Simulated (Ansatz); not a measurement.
Coupled-cluster run, `[NH2][Ti]1234([NH2])([NH2])[C@@H]5[C@H]1[C@H]2[C@]3([SiH3])[C@@H]54`.

```yaml
crystal:
  periodic: [false, false, false]
  atoms:
    - {symbol: N, position_ang: [-0.270335, -2.122747, 0.849519]}
    - {symbol: Ti, position_ang: [0.645110, -0.610578, 0.149297]}
    - {symbol: N, position_ang: [2.426739, -0.909730, 0.740602]}
    - {symbol: N, position_ang: [0.660882, -1.024466, -1.709501]}
    - {symbol: C, position_ang: [1.023009, 1.722882, 0.691539]}
    - {symbol: C, position_ang: [0.284991, 1.149639, 1.747031]}
    - {symbol: C, position_ang: [-0.967796, 0.755393, 1.235992]}
    - {symbol: C, position_ang: [-1.013681, 1.057358, -0.145671]}
    - {symbol: Si, position_ang: [-2.372165, 0.670617, -1.346909]}
    - {symbol: C, position_ang: [0.237553, 1.656785, -0.468658]}
    - {symbol: H, position_ang: [-1.264846, -2.276539, 0.929366]}
    - {symbol: H, position_ang: [0.231593, -2.834493, 1.359855]}
    - {symbol: H, position_ang: [2.925823, -0.486171, 1.507843]}
    - {symbol: H, position_ang: [3.070052, -1.430633, 0.160947]}
    - {symbol: H, position_ang: [0.746167, -0.419912, -2.512034]}
    - {symbol: H, position_ang: [0.447471, -1.965615, -2.006849]}
    - {symbol: H, position_ang: [2.034224, 2.095573, 0.751247]}
    - {symbol: H, position_ang: [0.625437, 1.011535, 2.763126]}
    - {symbol: H, position_ang: [-1.744623, 0.263537, 1.802040]}
    - {symbol: H, position_ang: [-3.517136, 1.607331, -1.169788]}
    - {symbol: H, position_ang: [-2.886542, -0.709272, -1.141345]}
    - {symbol: H, position_ang: [-1.861690, 0.817561, -2.733835]}
    - {symbol: H, position_ang: [0.539762, 1.981955, -1.453812]}
basis:
  gaussian: {orbitals: def2-TZVPP}
correlation: {method: ccsd_t}
output: {orbitals: {seedname: orbitals}}
```

```sh
$ ansatz run in.yaml --threads 4 --pin off --events-out ev --progress --plain --max-ram 66560MiB --backend cuda --devices 0, --max-vram 37GiB
```

The program prints (abridged):

```
Functional definition: HF
3231 factors; integrals over basis functions are off by at most 1.2e-3 eV
mean field evaluation 1: about -40743.3385 eV, gradient 8.0e1 eV
mean field evaluation 2: about -40743.8656 eV, gradient 8.0e1 eV
mean field evaluation 4: about -40757.2868 eV, gradient 1.6e1 eV
mean field evaluation 8: about -40757.8753 eV, gradient 7.2e-1 eV
mean field evaluation 16: about -40757.8780 eV, gradient 5.3e-6 eV
mean field -40757.87801293 eV, -1497.8243902932 hartree, gradient 5.3e-6 eV, S^2 0.000000; 1 other end points of the search recorded, 0 dependent functions left out
18 core orbitals not correlated: weight in the atoms' cores, before any rotation towards them, 1.000 or more for the frozen orbitals, at most 0.000 for the correlated occupied ones
reference -40757.87801293 eV, -1497.8243902932 hartree; 32, 32 occupied and 486, 486 virtual orbitals, 3231 factors
second order -56.16671949 eV of doubles, -0.00000000 eV of singles
cycle   1  -54.50688390 eV  change     1.7e0 eV  update   3.0e-1
cycle   2  -56.28216696 eV  change    -1.8e0 eV  update   2.1e-1
cycle   3  -56.91461380 eV  change   -6.3e-1 eV  update   7.1e-2
cycle   4  -56.98196589 eV  change   -6.7e-2 eV  update   3.1e-2
cycle   5  -56.94996508 eV  change    3.2e-2 eV  update   1.4e-2
cycle   6  -56.94658631 eV  change    3.4e-3 eV  update   7.2e-3
cycle   7  -56.95010015 eV  change   -3.5e-3 eV  update   3.0e-3
cycle   8  -56.94959071 eV  change    5.1e-4 eV  update   1.4e-3
cycle   9  -56.94983440 eV  change   -2.4e-4 eV  update   5.3e-4
cycle  10  -56.95096689 eV  change   -1.1e-3 eV  update   3.0e-4
cycle  11  -56.95048631 eV  change    4.8e-4 eV  update   1.3e-4
cycle  12  -56.95024490 eV  change    2.4e-4 eV  update   9.5e-5
cycle  13  -56.95039992 eV  change   -1.6e-4 eV  update   3.5e-5
cycle  14  -56.95032397 eV  change    7.6e-5 eV  update   1.9e-5
perturbative correction -3.19460728 eV, -0.1173996523 hartree
Total energy: -40818.02294419 eV, -1500.0346757493 hartree
```

Run time 66 s (4 threads of an AMD EPYC 7R13 on a shared host and a share of an NVIDIA H100 80 GB); peak host memory 3.2 GiB.

The correlation energy is -60.145 eV, 5.3 % of it from (T); the T1 diagnostic reads 0.0221.
